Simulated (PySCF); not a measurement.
ClK.

```xyz
2

K      0.0000     0.0000    -1.2723
Cl     0.0000     0.0000     1.4220
```
Charge 0, spin multiplicity 1.

Geometry optimised at PBE0-D3(BJ)/def2-TZVPD.

All values below come from PBE/pcSseg-2 (PySCF). Non-relativistic, no solvent.

Computed absolute GIAO shielding of each atom: isotropic value and principal components (ppm):
| atom | σ(iso) | σ11 | σ22 | σ33 | span |
|---|---|---|---|---|---|
| K1 | 1237.6 | 1191.0 | 1191.0 | 1331.0 | 140.1 |
| Cl2 | 942.8 | 838.4 | 838.4 | 1151.7 | 313.4 |
